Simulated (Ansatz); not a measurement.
A basis-limit estimate, worked out

An elementary step of Si₂H₄ClOF₃, singlet (Si₂H₃ClOF₂ ([F][Si]([F])([Cl])[O][SiH3]) + HF → SiClF₃ ([F][Si]([F])([F])[Cl]) + SiH₄O ([OH][SiH3]); bonds formed: Si1–F8, O2–H7; bonds broken: Si1–O2, H7–F8). “Start” is the structure reached by relaxing down from the saddle towards the reactants; PBE0-D4/def2-TZVP structures. The saddle:

```
atom    x (Å)    y (Å)    z (Å)
 Si1  -0.3384   0.7025   1.1488
  O2   0.2203   0.2131  -0.4240
 Si3   0.1580  -1.2267  -1.3102
  F4  -1.0312  -0.7298   1.4071
  F5  -1.6266   1.6095   1.2284
 Cl6   0.9510   0.7307   2.7124
  H7   0.6352   1.2898  -0.4606
  F8   0.5669   2.1609   0.3591
  H9   0.8905  -0.9217  -2.5582
 H10  -1.2580  -1.5476  -1.5756
 H11   0.8322  -2.2808  -0.5273
```

Computed with Ansatz 0.2.0 (basis: def2-TZVPP and def2-QZVPP); correlated methods freeze the cores.

Energies in eV:

| quantity | saddle | start |
| --- | --- | --- |
| Hartree–Fock, triple zeta (X = 3) | -38458.82448 | -38460.37952 |
| Hartree–Fock, quadruple zeta (X = 4) | -38460.18034 | -38461.75273 |
| MP2 correlation, X = 3 | -39.29845 | -38.77234 |
| MP2 correlation, X = 4 | -42.93419 | -42.39566 |
| CCSD(T) correlation, X = 3 | -41.59292 | -41.09515 |

Question: Work out the barrier at the basis limit: extrapolate Hartree–Fock as E(X) = E∞ + A exp(−7.88 √X) and the MP2 correlation as E(X) = E∞ + B X^−2.97 (the exponents that Neese and Valeev fitted for def2-TZVPP and QZVPP), then add CCSD(T) − MP2 in triple zeta.

Answer: Each step is linear, so take the differences first (saddle − start): Hartree–Fock 1.55504 (X = 3) and 1.57239 (X = 4); MP2 correlation -0.52611 and -0.53853; CCSD(T) correlation -0.49777.
Two points give E∞ = E(4) + w [E(4) − E(3)], with w = 1/(exp(7.88 (2 − √3)) − 1) = 0.1377 for Hartree–Fock and w = 1/((4/3)^2.97 − 1) = 0.7407 for the correlation.
Hartree–Fock: 1.57239 + 0.1377 × 0.01735 = 1.5748 eV.
MP2 correlation: -0.53853 + 0.7407 × (-0.01242) = -0.5477 eV.
CCSD(T) − MP2: -0.49777 − (-0.52611) = 0.0283 eV.
Sum: 1.5748 + (-0.5477) + 0.0283 = 1.0554 eV, or 24.34 kcal/mol. Plain CCSD(T) in triple zeta gives 1.0573 eV, so the larger basis shifts the result by -0.0019 eV.

No T1 diagnostic of these runs exceeds 0.012.

Steps of this kind, hydrogen fluoride cutting a network bond, underlie vapour etching and the fluorination step of atomic layer etching. Here a small cluster stands in for the surface site.

Labels in which every atom is bracketed show which atoms are joined, not bond orders.

For scale, one of the runs: CCSD(T)/def2-TZVPP, 306 basis functions, launched by `ansatz run in.yaml --threads 4 --pin off --events-out ev --progress --plain --max-ram 66560MiB --backend cuda --devices 0, --max-vram 37GiB`. Time: 15 s of wall clock on 4 CPU threads of an AMD EPYC 7R13 and a share of one NVIDIA H100; the host was shared. Peak host memory: 0.84 GiB.
